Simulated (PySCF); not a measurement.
These 2 structures share the formula C11H12O2. Method: PySCF 2.14.0, PBE0-D3(BJ)/def2-SVP geometry optimisation, gas phase. Energies are electronic, without zero-point or thermal terms, for one conformer each. No frequencies were run at this level. Point groups hold within 0.08 Å.

Task: Order them by energy at this level, lowest first, and give relative energies in kcal/mol.
A. `[O:1]=[C:2]1[CH2:3][CH2:4][CH2:5][c:6]2[cH:7][cH:8][cH:9][c:10]([CH2:11][OH:12])[c:13]21` with C9–C10–C11–O12 -110°, C10–C11–O12–H -73°, O1–C2–C3–C4 166°, C2–C3–C4–C5 50°, C3–C4–C5–C6 -58°, C4–C5–C6–C7 -146°
B. `[CH3:1][CH2:2][O:3][C:4](=[O:5])/[CH:6]=[CH:7]/[c:8]1[cH:9][cH:10][cH:11][cH:12][cH:13]1` with C1–C2–O3–C4 -179°, C2–O3–C4–O5 0°, O3–C4–C6–C7 180°, C6–C7–C8–C9 179°

Result: A (0.0), B (11.9).

As drawn, the lower has an O–H bond, which the higher lacks; the higher has a C(=O)–O unit and a C=C bond outside aromatic rings, which the lower lacks.

```csv
SMILES,E (Eh),E rel (kcal/mol),dipole (D),point group,"A, B, C (MHz)"
O=C1CCCc2cccc(CO)c21,-575.80590,0.0,4.66,C1,"1076, 854.0, 498.7"
CCOC(=O)/C=C/c1ccccc1,-575.78697,11.9,1.93,Cs,"2846, 273.8, 250.6"
```

Task: How do the relative energies change in single points at PBE0/pcSseg-1 (no added dispersion term) on the same geometries?

Result: 
| SMILES | PBE0-D3(BJ)/def2-SVP (kcal/mol) | PBE0/pcSseg-1 (kcal/mol) | shift |
| --- | --- | --- | --- |
| O=C1CCCc2cccc(CO)c21 | 0.0 | 0.0 | 0.0 |
| CCOC(=O)/C=C/c1ccccc1 | 11.9 | 7.2 | -4.7 |

Each column counts from its own lowest isomer. The order is unchanged; the largest shift is 4.7 kcal/mol.
